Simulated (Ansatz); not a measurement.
Stepwise reaction of `C[O][Al]([SH])[SH]` with hydrogen fluoride, as a gas-phase model of exchange steps in deposition or etching. ΔE in kJ/mol.

Computed with Ansatz on PBE0-D4/def2-TZVP structures; ΔE is electronic, products minus reactants. CBS: MP2 limit from def2 TZ/QZ plus the TZ coupled-cluster correction, frozen cores. This one scheme is used for every species. Functionals use def2-TZVPP. B3LYP here is the variant with VWN-RPA as its local correlation; programs differ in this. One conformer a species, not always the lowest.

| step | reaction | PBE-D4 | B3LYP-D4 | ωB97M-V | CCSD(T)/CBS |
| --- | --- | --- | --- | --- | --- |
| 1 | `C[O][Al]([SH])[SH]` + H–F → `C[O][Al]([F])[SH]` + H₂S | -61.4 | -74.1 | -72.0 | -67.7 |
| 2 | `C[O][Al]([F])[SH]` + H–F → `C[O][Al]([F])[F]` + H₂S | -54.9 | -67.4 | -64.9 | -63.6 |

Question: By hand: ΔE of the 2 steps together at CCSD(T)/CBS.

Answer: (-67.7) + (-63.6) = -131.3 kJ/mol, or -65.7 kJ/mol a step.

In ΔE the steps differ by no more than 4.1 kJ/mol. All are downhill at CCSD(T)/CBS. PBE-D4 differs from CCSD(T)/CBS by 6.3 to 8.7 kJ/mol a step. Isolated molecules leave out the surface, adducts and barriers. Largest T1 diagnostic: 0.012.
